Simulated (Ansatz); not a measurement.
Consider the formal exchange of groups at a B–N bond: `CN([SiH3])B[SiH3]` + `BSC` → `BSCB[SiH3]` + `CN[SiH3]`.

Gas-phase electronic energies from Ansatz, PBE0-D4/def2-TZVP geometries. CCSD(T)/CBS is the MP2 limit (def2-TZVPP, def2-QZVPP) plus CCSD(T) − MP2 in def2-TZVPP, frozen cores. DFT in def2-TZVPP. One conformer a species, not always the lowest.

| level | ΔE (kJ/mol) |
| --- | --- |
| PBE0 | 139.7 |
| MP2/def2-TZVPP | 148.9 |
| MP2/def2-QZVPP | 146.9 |
| CCSD/CBS(def2) | 140.3 |

Task: What does CCSD(T)/CBS give? (Estimate.)

Result: Computed: +144.2 kJ/mol. The listed levels differ from it by -4.5, 4.7, 2.7, -3.9 kJ/mol.

Largest T1 diagnostic among the species: 0.014.

In def2-TZVPP, CCSD(T) changes the Hartree–Fock value by +16.9 kJ/mol (the triples alone add +3.8 kJ/mol) and MP2 by +18.3 kJ/mol. The D4 term adds +3.7 kJ/mol with B3LYP and +1.9 kJ/mol with PBE0; it sums over pairs of atoms, weighted by their polarisabilities, and B3LYP, whose exchange is more repulsive, gets the larger term.

B3LYP here is the variant with VWN-RPA as its local correlation; programs differ in this.
